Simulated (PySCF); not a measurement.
# `C=NCC(C)(C)C`: 4 charge schemes on one density

Compound: C6H13N.
SMILES with atom numbers: `[CH2:1]=[N:2][CH2:3][C:4]([CH3:5])([CH3:6])[CH3:7]` (hydrogens: H8, H9 on C1; H10, H11 on C3; H12, H13, H14 on C5; H15, H16, H17 on C6; H18, H19, H20 on C7)

Geometry (GFN2-xTB, Å), atoms numbered from 1 in this order:
```xyz
20
C6H13N angstrom
C      2.8076    0.3113   -0.4378
N      1.8632    0.1345    0.3604
C      0.8040   -0.7731    0.0469
C     -0.5663   -0.0679    0.1131
C     -0.6309    1.0220   -0.9583
C     -0.7482    0.5552    1.4969
C     -1.6626   -1.1034   -0.1430
H      2.9072   -0.1960   -1.4060
H      3.5908    1.0046   -0.1672
H      0.8269   -1.5568    0.8110
H      0.9336   -1.2438   -0.9428
H      0.1409    1.7683   -0.7851
H     -0.4843    0.5970   -1.9496
H     -1.5997    1.5158   -0.9367
H     -1.6964    1.0852    1.5530
H      0.0595    1.2534    1.6971
H     -0.7356   -0.2137    2.2658
H     -1.6263   -1.8955    0.6017
H     -1.5464   -1.5533   -1.1269
H     -2.6421   -0.6330   -0.0957
```

Density: PBE0/pcSseg-1 (PySCF); schemes: Mulliken, IAO, Hirshfeld and ESP-fitted. The structure is a single GFN2-xTB conformer in the gas phase; no vibrational or solvent corrections.

Question: Give the atomic charges in each scheme.

Answer: In e:

```tsv
atom	environment	Mulliken	IAO	Hirshfeld	ESP-fitted
C1	imine carbon	+0.004	-0.126	+0.003	+0.104
N2	imine nitrogen	-0.397	-0.248	-0.120	-0.454
C3	sp3 carbon bound to nitrogen	+0.086	-0.150	-0.026	+0.016
C4	quaternary sp3 carbon	-0.641	+0.061	+0.027	+0.594
C5	methyl carbon	-0.151	-0.419	-0.124	-0.539
C6	methyl carbon	-0.138	-0.419	-0.125	-0.414
C7	methyl carbon	-0.143	-0.417	-0.118	-0.635
H8	hydrogen on a C=N carbon	+0.082	+0.101	+0.039	+0.058
H9	hydrogen on a C=N carbon	+0.117	+0.150	+0.051	+0.077
H10	methylene hydrogen	+0.122	+0.145	+0.043	+0.087
H11	methylene hydrogen	+0.087	+0.097	+0.027	+0.019
H12	methyl hydrogen	+0.118	+0.140	+0.032	+0.141
H13	methyl hydrogen	+0.100	+0.130	+0.034	+0.120
H14	methyl hydrogen	+0.108	+0.136	+0.039	+0.127
H15	methyl hydrogen	+0.102	+0.131	+0.036	+0.100
H16	methyl hydrogen	+0.124	+0.151	+0.031	+0.083
H17	methyl hydrogen	+0.100	+0.132	+0.036	+0.091
H18	methyl hydrogen	+0.106	+0.134	+0.038	+0.127
H19	methyl hydrogen	+0.103	+0.133	+0.037	+0.138
H20	methyl hydrogen	+0.111	+0.138	+0.040	+0.164
```

Mean size of the charges over all atoms: ESP-fitted 0.204 e, IAO 0.178 e, Mulliken 0.147 e, Hirshfeld 0.051 e. Each set sums to the total charge, 0, to within 0.001 e. The ESP scheme is a least-squares fit of atom-centred charges to the potential on four shells outside the van der Waals surface, with the total charge fixed. The Hirshfeld scheme weights the molecular density at each point by an atom's share of the summed free-atom densities.

Lowest charge. The schemes don't all agree: Mulliken C4 (-0.641); IAO C5 and C6 (-0.419); Hirshfeld C6 (-0.125); ESP-fitted C7 (-0.635).

Highest charge. The schemes don't all agree: Mulliken H16 (+0.124); IAO H16 (+0.151); Hirshfeld H9 (+0.051); ESP-fitted C4 (+0.594).

Question: How closely do the schemes follow one another over all atoms?

Answer: Correlation coefficient and root-mean-square difference: IAO with Hirshfeld 0.97, 0.147 e; Hirshfeld with ESP-fitted 0.89, 0.228 e; IAO with ESP-fitted 0.84, 0.157 e; Mulliken with Hirshfeld 0.53, 0.173 e; Mulliken with IAO 0.50, 0.203 e; Mulliken with ESP-fitted 0.16, 0.318 e.

Question: How many electrons does the Mulliken scheme count on C1?

Answer: Z − q = 6 − (+0.004) = 5.996.

Question: Sum the charges by element, for elements with more than one atom.

Answer: 
| element | atoms | Mulliken | IAO | Hirshfeld | ESP-fitted |
| --- | --- | --- | --- | --- | --- |
| C | 6 | -0.983 | -1.470 | -0.363 | -0.876 |
| H | 13 | +1.380 | +1.718 | +0.483 | +1.330 |
